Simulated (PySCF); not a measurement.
Atoms are numbered as in `[CH3:1][Si:2]([CH3:3])([CH3:4])[O:5][c:6]1[cH:7][cH:8][o:9][cH:10]1`. Hydrogens are named by the atom that carries them.

Calculated, not measured (PySCF 2.14.0 with density-fitted response routines): shielding tensors at KT3/pcSseg-1 (GIAO), structure optimised with PBE0-D3(BJ)/def2-SVP. Averaged over atoms made equivalent by symmetry, fast rotation or ring inversion, in vacuum, single conformer, non-relativistic Hamiltonian.

Shifts are taken against calculated references (same method and geometry level): ¹³C (σref 182.31) and ¹H (σref 31.32) and ²⁹Si (σref 365.51) vs TMS; ¹⁷O (σref 329.03) against H2O.

```json
{"atoms": "Si2", "nucleus": "²⁹Si", "count": "1", "δ (ppm)": "?"}
{"atoms": "H(C7)", "nucleus": "¹H", "count": "1", "δ (ppm)": "5.98"}
{"atoms": "H(C8)", "nucleus": "¹H", "count": "1", "δ (ppm)": "?"}
{"atoms": "H(C10)", "nucleus": "¹H", "count": "1", "δ (ppm)": "7.11"}
{"atoms": "C1/C3/C4", "nucleus": "¹³C", "count": "3", "δ (ppm)": "-0.3"}
{"atoms": "C8", "nucleus": "¹³C", "count": "1", "δ (ppm)": "131.9"}
{"atoms": "O5", "nucleus": "¹⁷O", "count": "1", "δ (ppm)": "92.4"}
{"atoms": "H(C1)/H(C3)/H(C4)", "nucleus": "¹H", "count": "9", "δ (ppm)": "?"}
{"atoms": "C6", "nucleus": "¹³C", "count": "1", "δ (ppm)": "140.4"}
{"atoms": "C10", "nucleus": "¹³C", "count": "1", "δ (ppm)": "120.9"}
{"atoms": "O9", "nucleus": "¹⁷O", "count": "1", "δ (ppm)": "263.3"}
{"atoms": "C7", "nucleus": "¹³C", "count": "1", "δ (ppm)": "?"}
```

Complete the table.

Results:


- C7: 98.7 ppm, aromatic CH; resonance donation from the substituent shields this position
- H(C8): 7.00 ppm, hydrogen on an aromatic CH next to the ring oxygen; the ring current deshields protons in the ring plane
- H(C1)/H(C3)/H(C4): 0.26 ppm, hydrogen on a methyl carbon bonded to Si; an electropositive neighbour shields it, as in TMS itself
- Si2: 22.9 ppm, silicon bonded to 3 C, O

Shifts are as computed, not scaled to solution data. Of 1211 compounds with measured shifts, 218 miss one by over three times the rms of a fit or turn the order of signals round; such compounds aren't used in these exercises. Unscaled 17O shifts of doubly bonded oxygen tend to come out too high, by tens of ppm or more. Experimental scales use liquid or dissolved standards, which lie at an offset from isolated H2O (liquid H2O: subtract about 36 ppm).
